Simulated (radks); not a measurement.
Pr3+, 56 electrons, occupied as [Kr] 4d10 4f2 5s2 5p4 5f2 (not the ground configuration). Calculated with a radial shooting solver on a logarithmic mesh with Libxc functionals: scalar-relativistic Kohn-Sham, r2SCAN, spin-unpolarised, spherical densities, finite nucleus; meta-GGA in the generalised Kohn-Sham scheme; Fermi nuclear charge, rms radius 4.8919 fm.

Local quantities along the radius. ELF = 1/(1 + alpha^2) is the electron localisation function; alpha = (tau - tau_W)/tau_unif compares the Pauli kinetic energy density with that of the uniform gas. tau is taken from the large components.

```
   r/bohr * ELF (the largest magnitude, 0.999, reaches the edge; | marks zero)
 0.001339 |                                                      *
 0.001815 |                                                      *
  0.00248 |                                                      *
 0.003361 |                                                      *
 0.004555 |                                                      *
 0.006173 |                                                      *
 0.008367 |                                                      *
  0.01143 |                                                     *
  0.01549 |                                                   *
  0.02099 |                                         *
  0.02845 |                      *
  0.03856 |                 *
  0.05268 |                              *
   0.0714 |                                        *
  0.09676 |                                 *
   0.1311 |                 *
   0.1777 |                             *
   0.2428 |                                         *
   0.3291 |                      *
    0.446 |               *
   0.6044 |                                        *
   0.8191 |                               *
     1.11 |              *
    1.517 |                              *
    2.055 |                   *
    2.786 |*
    3.775 |*
    5.117 |*
     6.99 *
    9.473 *
```

On this mesh the ELF has minima near r = 0.039, 0.13, 0.38, 1.1 bohr, which separate the shells, and maxima near 0.071 (0.75), 0.24 (0.76), 0.60 (0.74), 1.8 (0.59).

Self-consistent cycle (total energy in hartree, residual of the potential): 1: -9227.680683, 8e+00; 2: -9231.898124, 4e+00; 3: -9233.331326, 7e-01; 4: -9233.446181, 1e-01; 5: -9233.449790, 2e-02; 6: -9233.452028, 1e-03; 7: -9233.452054, 1e-04; 8: -9233.452050, 3e-05; 9: -9233.452048, 5e-06.
